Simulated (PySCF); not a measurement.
SCF from a fresh guess for singlet PbSCl2, at the PBE minimum. PySCF input:

```python
from pyscf import gto, scf, dft
mol = gto.M(atom='''
Pb    -0.000000     0.000000    -0.113050
S      0.000000     0.000000    -2.442570
Cl    -1.901550     0.000000     1.452820
Cl     1.901550     0.000000     1.452820''',
    basis={'Pb': 'def2-SVP', 'S': 'def2-SVP', 'Cl': 'def2-SVP'},
    ecp={'Pb': 'def2-SVP'},
    charge=0, spin=0)
mf = dft.RKS(mol, xc='PBE')
mf.grids.atom_grid = (50, 194)
aux = {'Pb': 'def2-universal-JKFIT', 'S': 'def2-universal-JKFIT', 'Cl': 'def2-universal-JKFIT'}
mf = mf.density_fit(auxbasis=aux)
mf.conv_tol = 1e-08
mf.diis_space = 10
mf.max_cycle = 60
mf.init_guess = 'minao'
mf.verbose = 4
mf.kernel()
```

Excerpt of the output (cycles and frontier levels):

```
init E= -1486.93366936635
  HOMO = -0.61485929951452  LUMO = -0.596073763073599  gap/eV = 0.51118
cycle= 1 E= -1508.15564776991  delta_E= -21.2  |g|= 2.72  |ddm|= 13.7
  HOMO = 0.179660986758999  LUMO = 0.193725259000291  gap/eV = 0.38271
cycle= 2 E= -1484.25799155315  delta_E= 23.9  |g|= 10.3  |ddm|= 15.8
  HOMO = -0.266061847637364  LUMO = -0.065312365464429  gap/eV = 5.46267
cycle= 3 E= -1509.07808752483  delta_E= -24.8  |g|=    2  |ddm|= 13.7
  HOMO = -0.196537880574902  LUMO = -0.147284718320945  gap/eV = 1.34025
cycle= 4 E= -1510.5077203863  delta_E= -1.43  |g|= 0.488  |ddm|= 3.47
  HOMO = -0.2728325629366  LUMO = -0.207131807965119  gap/eV = 1.78781
cycle= 5 E= -1510.50152773752  delta_E= 0.00619  |g|= 0.436  |ddm|=  1.3
  HOMO = -0.215199099487711  LUMO = -0.191057647821605  gap/eV = 0.65692
cycle= 6 E= -1510.54406302239  delta_E= -0.0425  |g|= 0.329  |ddm|= 1.16
  HOMO = -0.233886468541276  LUMO = -0.192624329741852  gap/eV = 1.12280
cycle= 7 E= -1510.58814288006  delta_E= -0.0441  |g|= 0.0247  |ddm|= 0.456
  HOMO = -0.235514412908231  LUMO = -0.193398090469207  gap/eV = 1.14604
cycle= 8 E= -1510.58839382754  delta_E= -0.000251  |g|= 0.00742  |ddm|= 0.0451
  HOMO = -0.235525461399567  LUMO = -0.193262413673775  gap/eV = 1.15004
cycle= 9 E= -1510.58841098592  delta_E= -1.72e-05  |g|= 0.000463  |ddm|= 0.0093
  HOMO = -0.235486139252621  LUMO = -0.193248194587871  gap/eV = 1.14935
cycle= 10 E= -1510.58841105538  delta_E= -6.95e-08  |g|= 0.000165  |ddm|= 0.000775
  HOMO = -0.235504907428433  LUMO = -0.193263263457456  gap/eV = 1.14945
cycle= 11 E= -1510.58841106386  delta_E= -8.49e-09  |g|= 3.07e-05  |ddm|= 0.000228
  HOMO = -0.235500880964134  LUMO = -0.193259402070769  gap/eV = 1.14945
Extra cycle  E= -1510.58841106322  delta_E= 6.41e-10  |g|= 5.33e-05  |ddm|= 0.00012
converged SCF energy = -1510.58841106322
```

No lower solution of this spin was found by a stability analysis within the restricted form, which does not test spin polarisation.

With an element this heavy the missing spin–orbit coupling can shift these numbers.

The search for the lowest solution, with the stability check, took 8.5 s on 2 threads of a shared Arm Neoverse V1 host, with 80 basis functions; the process peaked at 0.29 GiB.
